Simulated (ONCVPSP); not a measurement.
## Transferability test, ONCV potential for silver

```
Element                 : Ag (Z = 47)
Generator               : ONCVPSP 4.0.1
Type                    : optimised norm-conserving Vanderbilt (ONCV)
Functional              : PBE
Relativity              : scalar-relativistic
Frozen core             : [Ar] 3d10
Valence charge          : 19
Reference configuration : 4s2 4p6 4d9 5s2
Partial waves           : 4s+5s: rc 1.45 bohr, ncon 4, nbas 9, qcut 7.5 1/bohr, 2 projectors; 4p: rc 1.30 bohr, ncon 4, nbas 7, qcut 10.6 1/bohr, 2 projectors, debl 2.3 Ha; 4d: rc 1.50 bohr, ncon 3, nbas 8, qcut 11.2 1/bohr, 2 projectors, debl 1.3 Ha
Local potential         : polynomial inside 1.10 bohr (lpopt 5, dvloc0 0 Ha)
Core correction         : polynomial model core, fcfact 0.45
```

Energies are relative to the spin-unpolarised reference configuration 4s2 4p6 4d9 5s2; without spin polarisation the order of configurations can differ from experiment.

Give the all-electron excitation energy and the error of the potential for: 4s2 4p6 4d10 5s1; 4s2 4p6 4d10 5s0; 4s2 4p6 4d9 5s0; 4s2 4p5 4d10 5s1.

| valence configuration | charge | ΔE all-electron (eV) | error AE − PS (meV) |
| --- | --- | --- | --- |
| 4s2 4p6 4d10 5s1 | 0 | -4.077 | -2.7 |
| 4s2 4p6 4d10 5s0 | +1 | 3.681 | -6.7 |
| 4s2 4p6 4d9 5s0 | +2 | 25.795 | -7.9 |
| 4s2 4p5 4d10 5s1 | +1 | 61.169 | -64 |

Levels in the configuration 4s2 4p5 4d10 5s1:

```tsv
level	all-electron (eV)	pseudo (eV)
4s	-109.219	-109.381
4p	-72.442	-72.475
4d	-20.108	-20.102
5s	-12.879	-12.889
```
